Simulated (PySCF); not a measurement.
Positional isomers: propene methyl+boryl. All species are isolated molecules in the gas phase. One relaxed conformer stands for each flexible species; it need not be the lowest. Strings in code marks are SMILES.

All values below come from PySCF with M06-2X/def2-TZVP. Delta-SCF ions had no search for a lower state. Excitations are Tamm–Dancoff values on a coarser integration grid. The basis has no diffuse functions, so Rydberg states are missing or too high.

```json
[
 {"species": "`C(CC)(B)=C`", "vertical ionisation energy (Delta-SCF) (eV)": "10.00", "S1 excitation (TDA) (eV)": "5.17", "LUMO (eV)": "-1.01", "HOMO–LUMO gap (eV)": "8.04"},
 {"species": "`C(/B)(=C\\C)C`", "vertical ionisation energy (Delta-SCF) (eV)": "9.58", "S1 excitation (TDA) (eV)": "5.32", "LUMO (eV)": "-0.82", "HOMO–LUMO gap (eV)": "7.82"},
 {"species": "`C/C=C(\\B)C`", "vertical ionisation energy (Delta-SCF) (eV)": "9.49", "S1 excitation (TDA) (eV)": "5.16", "LUMO (eV)": "-0.94", "HOMO–LUMO gap (eV)": "7.60"},
 {"species": "`BC=C(C)C`", "vertical ionisation energy (Delta-SCF) (eV)": "9.66", "S1 excitation (TDA) (eV)": "5.32", "LUMO (eV)": "-0.87", "HOMO–LUMO gap (eV)": "7.87"},
 {"species": "`C(=C\\CC)/B`", "vertical ionisation energy (Delta-SCF) (eV)": "10.03", "S1 excitation (TDA) (eV)": "5.45", "LUMO (eV)": "-0.87", "HOMO–LUMO gap (eV)": "8.22"},
 {"species": "`C(=C/B)/CC`", "vertical ionisation energy (Delta-SCF) (eV)": "9.98", "S1 excitation (TDA) (eV)": "5.18", "LUMO (eV)": "-1.01", "HOMO–LUMO gap (eV)": "8.02"},
 {"species": "`C(C(=C)C)B`", "vertical ionisation energy (Delta-SCF) (eV)": "9.13", "S1 excitation (TDA) (eV)": "4.92", "LUMO (eV)": "-0.46", "HOMO–LUMO gap (eV)": "7.67"},
 {"species": "`C(/C=C\\C)B`", "vertical ionisation energy (Delta-SCF) (eV)": "9.27", "S1 excitation (TDA) (eV)": "5.36", "LUMO (eV)": "-0.10", "HOMO–LUMO gap (eV)": "8.14"}
]
```
